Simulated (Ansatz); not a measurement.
AsH$_{7}$SSi$_{2}$ (`[SiH3]S[AsH][SiH3]`) at its PBE0-D4/def2-TZVP geometry, where that method's forces vanish. The species carries charge 0 and has multiplicity 1.

```json
{"atom": "Si1", "x (Å)": "1.988", "y (Å)": "-0.805", "z (Å)": "1.339"}
{"atom": "S2", "x (Å)": "0.094", "y (Å)": "-1.273", "z (Å)": "0.474"}
{"atom": "As3", "x (Å)": "0.208", "y (Å)": "0.260", "z (Å)": "-1.184"}
{"atom": "Si4", "x (Å)": "-2.000", "y (Å)": "1.029", "z (Å)": "-0.812"}
{"atom": "H5", "x (Å)": "2.043", "y (Å)": "0.618", "z (Å)": "1.762"}
{"atom": "H6", "x (Å)": "2.125", "y (Å)": "-1.689", "z (Å)": "2.524"}
{"atom": "H7", "x (Å)": "3.092", "y (Å)": "-1.062", "z (Å)": "0.380"}
{"atom": "H8", "x (Å)": "-0.215", "y (Å)": "-0.696", "z (Å)": "-2.293"}
{"atom": "H9", "x (Å)": "-2.948", "y (Å)": "-0.104", "z (Å)": "-0.661"}
{"atom": "H10", "x (Å)": "-1.976", "y (Å)": "1.841", "z (Å)": "0.430"}
{"atom": "H11", "x (Å)": "-2.411", "y (Å)": "1.882", "z (Å)": "-1.959"}
```

(1) For each bond, give half the difference of the two atoms' forces along it (eV/Å; positive pushes the atoms apart) under PBE-D4, r2SCAN-D4, B3LYP-D4, ωB97M-V in def2-TZVPP. (Estimate.)

Answers

(1) Ansatz gave: 
```tsv
bond	length (Å)	PBE-D4	r2SCAN-D4	B3LYP-D4	ωB97M-V
Si1–S2	2.134	0.11	0.04	0.16	0.11
Si1–H5	1.485	0.07	-0.02	-0.08	-0.11
Si1–H6	1.485	0.09	-0.03	-0.11	-0.13
Si1–H7	1.485	0.07	-0.02	-0.08	-0.12
S2–As3	2.261	0.29	0.12	0.31	0.03
As3–Si4	2.368	0.09	0.02	0.16	0.01
As3–H8	1.525	0.24	-0.02	-0.01	-0.13
Si4–H9	1.484	0.07	-0.02	-0.08	-0.10
Si4–H10	1.484	0.09	-0.01	-0.08	-0.10
Si4–H11	1.488	0.08	-0.03	-0.09	-0.10
```

B3LYP here is the variant with VWN-RPA as its local correlation; programs differ in this.
